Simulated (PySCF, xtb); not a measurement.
C2HCl2, SMILES [CH]=C(Cl)Cl, multiplicity 2.

Harmonic wavenumbers (cm⁻¹) from GFN2-xTB in xtb at its own minimum, in rising order: 241, 278, 395, 460, 505, 601, 681, 1704, 3275.

**Question.** What does PBE-D3(BJ)/def2-SVP run with PySCF give at its own minimum? (An estimate is asked for; the answer gives what the named calculation found.)

**Answer.** 280, 319, 446, 557, 563, 646, 816, 1621, 3255. Paired by order, the mean absolute difference is 63 cm⁻¹ and the zero-point energies are 11.6 and 12.2 kcal/mol.
